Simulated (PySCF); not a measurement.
C2H6Se, charge +1, multiplicity 2. Atoms are numbered in the order given.

```xyz
9

C      1.4830     0.0000     0.7888
Se     0.0000     0.0000    -0.4569
C     -1.4830     0.0000     0.7888
H      1.4096     0.9027     1.4170
H      2.4098     0.0000     0.2003
H      1.4096    -0.9027     1.4170
H     -1.4096     0.9027     1.4170
H     -2.4098     0.0000     0.2003
H     -1.4096    -0.9027     1.4170
```
Charge +1, spin multiplicity 2.

Geometry: B3LYP-D3(BJ)/def2-SVP. The multiplicity is an assumed one; other spin states were not compared.

The numbers are results of TDA-ωB97X/def2-SVPD run with PySCF 2.14.0, not measurements.

Vertical excitations. The molecule is in vacuum.

| state | energy (eV) | λ (nm) | f | main pairs |
|---|---|---|---|---|
| root 1 | 2.51 | 495 | 0.002 | β HOMO→LUMO 98 % |
| root 2 | 3.92 | 316 | 0.000 | β HOMO−1→LUMO 94 % |
| root 3 | 5.84 | 212 | 0.027 | β HOMO−2→LUMO 98 % |
| root 4 | 6.05 | 205 | 0.000 | β HOMO−3→LUMO 93 % |
| root 5 | 6.60 | 188 | 0.003 | β HOMO−5→LUMO 98 % |
| root 6 | 6.65 | 186 | 0.024 | β HOMO−4→LUMO 96 % |
| root 7 | 6.68 | 186 | 0.000 | α HOMO→LUMO 93 % |
| root 8 | 7.30 | 170 | 0.000 | α HOMO−1→LUMO 39 %, β HOMO→LUMO+1 51 % |
| root 9 | 7.56 | 164 | 0.001 | α HOMO→LUMO+1 91 % |
| root 10 | 8.13 | 153 | 0.000 | α HOMO−1→LUMO+1 32 %, α HOMO−2→LUMO 11 %, β HOMO→LUMO+2 28 %, β HOMO−1→LUMO+1 12 % |
Unrestricted roots are not spin-pure.
